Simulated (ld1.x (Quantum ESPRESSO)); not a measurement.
# Before and after: TM semilocal potential for nickel (Ni)

* Element: Ni (Z = 28)
* Generator: ld1.x (Quantum ESPRESSO) 7.5
* Type: norm-conserving Troullier–Martins (semilocal form)
* Functional: PBEsol
* Relativity: scalar-relativistic
* Frozen core: [Ar]
* Valence charge: 10
* Reference configuration: 3d9 4s1 4p0
* Partial waves: 4s (bound): rc 2.50 bohr; 3d (bound): rc 1.15 bohr; 4f channel at -0.15 Ry: rc 3.80 bohr; 4p (bound, empty): rc 3.80 bohr
* Local potential: the p channel
* Core correction: none

Change: form changed from semilocal to separable (Kleinman–Bylander), still TM.

Cutoffs: the cutoffs (Ry, on a coarse ladder) from which the occupation-weighted sum of valence levels, in a spherical-Bessel basis at the reference potential, stays within 10 and 1 mRy of its value at 400 Ry; they do not see the model core or the augmentation charge, which bear on the density cutoff. Errors are all-electron minus pseudo energies relative to the spin-unpolarised reference configuration.

Q: What does the change do?

A: The potential gets neither clearly harder nor softer (180 Ry and 300 Ry → 180 Ry and 300 Ry); a bound ghost appears in f, which as a rule spoils a file; of the 7 tests that both files solve, the error grows in 7 and shrinks in 0 by more than 15 % and 0.3 meV (median size 30.2 → 288.2 meV); the range in which the d phases agree narrows (upper end 2.5 → 0.3); the range in which the f phases agree narrows (upper end 3.0 → 0.7). In the semilocal form every listed channel keeps its own potential, so the choice of the local channel does not act on these tests. It acts once the file is put into the separable form. A semilocal file is local in each channel, so a ghost entry of none says nothing of the separable form that plane-wave codes build from it.

```tsv
quantity	base	changed
cutoff, loose	180 Ry	180 Ry
cutoff, tight	300 Ry	300 Ry
loose cutoff by channel (10 mRy a level)	s 6 Ry, d 140 Ry	s 6 Ry, d 160 Ry
bound ghosts	none	f
error for 3d8 4s2 4p0, meV [ΔE 1.61 eV]	-70	-295
error for 3d8 4s1 4p0, meV [ΔE 10.94 eV]	-30	-289
error for 3d8 4s0 4p0, meV [ΔE 28.21 eV]	+6.1	-264
error for 3d7 4s2 4p0, meV [ΔE 17.76 eV]	-300	-1577
error for 3d8 4s0 4p2, meV [ΔE 11.15 eV]	-16	-255
error for 3d9 4s0 4p0, meV [ΔE 7.87 eV]	-6.1	-9.4
error for 3d8 4s1 4p1, meV [ΔE 6.24 eV]	-48	-288
s: phases at 4.10 bohr within 0.05 rad from the reference energy up to (Ry; the scan ends near 5)	0.8	0.8
p: phases at 4.10 bohr within 0.05 rad from the reference energy up to (Ry; the scan ends near 5)	1.1	1.1
d: phases at 4.10 bohr within 0.05 rad from the reference energy up to (Ry; the scan ends near 5)	2.5	0.3
f: phases at 4.10 bohr within 0.05 rad from the reference energy up to (Ry; the scan ends near 5)	3.0	0.7
```

 A true bound ghost makes a file unfit for plane-wave use even where its test errors are small: the radial tests pick states by their node count and pass the ghost by.
